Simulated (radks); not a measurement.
The numbers below are computed, except where a source is named.
Excited configurations of the copper ion Cu2+: one electron is placed in a higher orbital outside [Ar] 3d8. The ground configuration is [Ar] 3d9. Level of theory: Dirac Kohn-Sham, PBE, spin-unpolarised, spherical densities, point nucleus; open shells fill j = l - 1/2 first (a radial shooting solver on a logarithmic mesh with Libxc functionals). Excitation = E - E(ground); binding = E(ion) - E, where the ion is the core of charge +3; n* = 3/sqrt(2 binding) in atomic units, and the quantum defect is n - n*.

outer orbital  excitation (eV)  binding (eV)     n*  quantum defect  eigenvalue (eV)  <r> (bohr)
4s1/2                    9.348        29.529  2.036           1.964          -24.626       2.193
4p1/2                   16.791        22.085  2.355           1.645          -17.975       2.587
4f5/2                   31.114         7.762  3.972           0.028           -6.218       5.861
5d3/2                   31.325         7.552  4.027           0.973           -6.321       7.339
6d3/2                   33.926         4.950  4.974           1.026           -4.234       11.74
6f5/2                   35.224         3.652  5.790           0.210           -3.108       15.19
7f5/2                   36.167         2.710  6.722           0.278           -2.339       21.29

Estimate the row for 5f5/2.

Answer. excitation (eV) 33.717; binding (eV) 5.159; n* 4.872; quantum defect 0.128; eigenvalue (eV) -4.293; <r> (bohr) 10.06. The Delta-SCF ionisation energy is 38.876 eV (NIST Atomic Spectra Database: 36.84 eV, measured). Self-interaction in the functional shifts the binding energies and quantum defects, so they are the method's values and not measured ones. Spin polarisation and multiplet splitting are left out, so open shells lie too high by an amount that depends on their filling.

Beside tabulated values, note that spin-unpolarised runs miss the spin-polarisation part of the exchange energy of open shells.
